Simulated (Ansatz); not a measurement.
Harmonic vibrations of the cluster Be₂I₂⁺ by finite differences.

```yaml
crystal:
  periodic: [false, false, false]
  atoms:
    - {symbol: Be, position_ang: [-1.766911, -1.690693, 0.026119]}
    - {symbol: Be, position_ang: [0.668549, 0.628319, -0.010260]}
    - {symbol: I, position_ang: [0.624197, -1.664252, -0.083318]}
    - {symbol: I, position_ang: [0.474165, 2.726625, 0.067459]}
basis:
  gaussian: {orbitals: def2-TZVP}
total_charge: 1
magnetization: {spin_polarized: true, initial_magnetization: 1}
hamiltonian: {xc: r2scan, dispersion: d4}
scf: {omitted_lower_state_checks: [starts]}
phonons: {temperatures: {t_min: 298.15, t_max: 900, t_step: 200}}
```

```sh
$ ansatz run in.yaml --threads 4 --pin off --events-out ev --progress --plain --max-ram 3916MiB
```

Output, abridged:

```
Functional definition: r2SCAN
mean field -17004.38677905 eV, -624.8996881427 hartree, gradient 6.9e-5 eV, S^2 0.751974; 0 other end points of the search recorded, 0 dependent functions left out
mean field -17004.38676143 eV, -624.8996874951 hartree, gradient 2.1e-6 eV, S^2 0.751971; 0 other end points of the search recorded, 0 dependent functions left out
mean field -17004.38676285 eV, -624.8996875474 hartree, gradient 2.2e-6 eV, S^2 0.751977; 0 other end points of the search recorded, 0 dependent functions left out
mean field -17004.38677497 eV, -624.8996879928 hartree, gradient 1.7e-6 eV, S^2 0.751975; 0 other end points of the search recorded, 0 dependent functions left out
mean field -17004.38678229 eV, -624.8996882619 hartree, gradient 1.6e-6 eV, S^2 0.751973; 0 other end points of the search recorded, 0 dependent functions left out
mean field -17004.38677892 eV, -624.8996881379 hartree, gradient 2.9e-6 eV, S^2 0.751974; 0 other end points of the search recorded, 0 dependent functions left out
mean field -17004.38677910 eV, -624.8996881446 hartree, gradient 2.2e-6 eV, S^2 0.751974; 0 other end points of the search recorded, 0 dependent functions left out
mean field -17004.38676261 eV, -624.8996875386 hartree, gradient 1.4e-6 eV, S^2 0.751973; 0 other end points of the search recorded, 0 dependent functions left out
mean field -17004.38678898 eV, -624.8996885078 hartree, gradient 1.4e-6 eV, S^2 0.751975; 0 other end points of the search recorded, 0 dependent functions left out
mean field -17004.38667661 eV, -624.8996843782 hartree, gradient 2.9e-6 eV, S^2 0.751974; 0 other end points of the search recorded, 0 dependent functions left out
mean field -17004.38673660 eV, -624.8996865827 hartree, gradient 2.9e-6 eV, S^2 0.751974; 0 other end points of the search recorded, 0 dependent functions left out
mean field -17004.38677665 eV, -624.8996880546 hartree, gradient 2.5e-6 eV, S^2 0.751974; 0 other end points of the search recorded, 0 dependent functions left out
mean field -17004.38677737 eV, -624.8996880811 hartree, gradient 2.4e-6 eV, S^2 0.751974; 0 other end points of the search recorded, 0 dependent functions left out
mean field -17004.38676676 eV, -624.8996876911 hartree, gradient 3.1e-6 eV, S^2 0.751979; 0 other end points of the search recorded, 0 dependent functions left out
mean field -17004.38675450 eV, -624.8996872405 hartree, gradient 2.0e-6 eV, S^2 0.751970; 0 other end points of the search recorded, 0 dependent functions left out
mean field -17004.38676342 eV, -624.8996875682 hartree, gradient 1.1e-6 eV, S^2 0.751973; 0 other end points of the search recorded, 0 dependent functions left out
mean field -17004.38674382 eV, -624.8996868482 hartree, gradient 1.4e-6 eV, S^2 0.751976; 0 other end points of the search recorded, 0 dependent functions left out
mean field -17004.38677848 eV, -624.8996881216 hartree, gradient 2.4e-6 eV, S^2 0.751974; 0 other end points of the search recorded, 0 dependent functions left out
mean field -17004.38677839 eV, -624.8996881184 hartree, gradient 2.7e-6 eV, S^2 0.751974; 0 other end points of the search recorded, 0 dependent functions left out
mean field -17004.38678602 eV, -624.8996883989 hartree, gradient 2.2e-6 eV, S^2 0.751974; 0 other end points of the search recorded, 0 dependent functions left out
mean field -17004.38677048 eV, -624.8996878280 hartree, gradient 2.3e-6 eV, S^2 0.751974; 0 other end points of the search recorded, 0 dependent functions left out
mean field -17004.38675435 eV, -624.8996872352 hartree, gradient 2.9e-6 eV, S^2 0.751975; 0 other end points of the search recorded, 0 dependent functions left out
mean field -17004.38670663 eV, -624.8996854815 hartree, gradient 2.9e-6 eV, S^2 0.751974; 0 other end points of the search recorded, 0 dependent functions left out
mean field -17004.38677887 eV, -624.8996881363 hartree, gradient 2.0e-6 eV, S^2 0.751974; 0 other end points of the search recorded, 0 dependent functions left out
mean field -17004.38677806 eV, -624.8996881062 hartree, gradient 2.0e-6 eV, S^2 0.751974; 0 other end points of the search recorded, 0 dependent functions left out
Total energy: -17004.41593746 eV, -624.9007596945 hartree
Atom 0 at    -1.766911    -1.690693     0.026119 Å, force     0.000958     0.000793    -0.000018 eV/Å
Atom 1 at     0.668549     0.628319    -0.010260 Å, force    -0.005701    -0.012310    -0.000136 eV/Å
Atom 2 at     0.624197    -1.664252    -0.083318 Å, force     0.002512     0.005815     0.000073 eV/Å
Atom 3 at     0.474165     2.726625     0.067459 Å, force     0.002231     0.005702     0.000082 eV/Å
Dipole moment:    -0.593658    -1.221797    -0.012645 e Å
Vibrations: 39.41 139.98 146.93 186.11 417.09 855.38 cm⁻¹, zero-point energy 0.110650 eV
Checks for a lower state left out: starts
```

It took 89 s on 4 threads of Arm Neoverse N1 on a shared host.

In the def2 sets I takes a core potential; there is no spin–orbit coupling. The structure comes from a short search, and lower isomers may exist.
